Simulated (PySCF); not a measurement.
AlF₂HO. Atoms are numbered in the order given.

```xyz
5

Al    -0.0062    -0.0131     0.0000
F      1.5597    -0.5379     0.0000
F     -1.2072    -1.1410     0.0000
O     -0.4120     1.6164     0.0000
H      0.2045     2.3494     0.0000
```
Charge 0, spin multiplicity 1.

Geometry optimised at PBE0-D3(BJ)/def2-SVP. Other conformers were not sampled.

Computed with PySCF with CAM-B3LYP/def2-TZVPD.

Mulliken values depend strongly on the basis, most of all with diffuse functions as here. Atomic charges (e):

| atom | meta-Löwdin | Mulliken |
|---|---|---|
| Al1 | [?] | 0.70 |
| F2 | [?] | -0.31 |
| F3 | [?] | -0.29 |
| O4 | [?] | -0.41 |
| H5 | [?] | 0.30 |

Q: Fill in the missing entries. (The exact figures need the calculation; the answer reports its results.)

A: 
- Al1, meta-Löwdin: 1.52
- F2, meta-Löwdin: -0.55
- F3, meta-Löwdin: -0.54
- O4, meta-Löwdin: -0.79
- H5, meta-Löwdin: 0.36
